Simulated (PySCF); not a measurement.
Compound: CH₁₅NOSi₅.
SMILES with atom numbers: `[OH:1][Si@@:2]([SiH3:3])([CH2:4][SiH3:5])[N:6]([SiH3:7])[SiH3:8]` (hydrogens: H9 on O1; H10, H11, H12 on Si3; H13, H14 on C4; H15, H16, H17 on Si5; H18, H19, H20 on Si7; H21, H22, H23 on Si8)

Cartesian coordinates in Å at the GFN2-xTB level; atoms count from 1:
```xyz
23
CH15NOSi5 angstrom
O     -0.1729    0.7205   -2.0484
Si    -0.2583    0.7554   -0.4186
Si    -0.1005    3.0008    0.0501
C     -1.8490   -0.1285    0.1608
Si    -2.0145   -1.9385   -0.3764
N      1.0888   -0.1511    0.2587
Si     2.2108   -0.9278   -0.8146
Si     1.1827   -0.3588    1.9807
H     -0.1667   -0.1035   -2.5286
H     -1.0912    3.4038    1.0613
H      1.1990    3.4273    0.5846
H     -0.3619    3.8702   -1.1027
H     -2.7098    0.4331   -0.2047
H     -1.8951   -0.0830    1.2483
H     -3.2695   -2.4912    0.1486
H     -0.8983   -2.7524    0.1098
H     -2.0594   -2.0260   -1.8448
H      2.7325    0.0697   -1.7498
H      3.2821   -1.4981   -0.0039
H      1.5295   -1.9960   -1.5643
H      2.5857   -0.2696    2.3798
H      0.6243   -1.6582    2.3743
H      0.4070    0.7288    2.5828
```

Computed at PBE0/pcSseg-1 (PySCF, non-relativistic), with Q(17O) = −0.0256 b, Q(14N) = 0.02044 b: O1, 17O (I = 5/2): χzz = -8.995 MHz, η = 0.416; N6, 14N (I = 1): χzz = -2.849 MHz, η = 0.116.

(1) Where would the pure quadrupole (NQR) lines of 17O at O1 fall for the rigid, isolated species?

(2) Find the zero-field quadrupole resonance frequencies of 14N at N6.

Answers

(1) From the eigenvalues of H = χ/[4I(2I − 1)] × [3Iz² − I(I + 1) + η(Ix² − Iy²)], steps between neighbouring levels, labelled as for η = 0: ±1/2↔±3/2 1.583 MHz, ±3/2↔±5/2 2.615 MHz (silanol oxygen).

(2) From ν± = (3/4)|χ|(1 ± η/3) and ν0 = |χ|η/2: ν+ 2.219 MHz, ν− 2.054 MHz, ν0 0.165 MHz (nitrogen bridging silicon atoms).

In a crystal, neighbours and librations shift these lines. GFN2-xTB bond lengths can be off by several hundredths of an ångström, more for odd bonds, and the gradients follow them. The basis is small and wasn't made for field gradients, so the couplings can be 20 % off.

One conformer stands for the species.
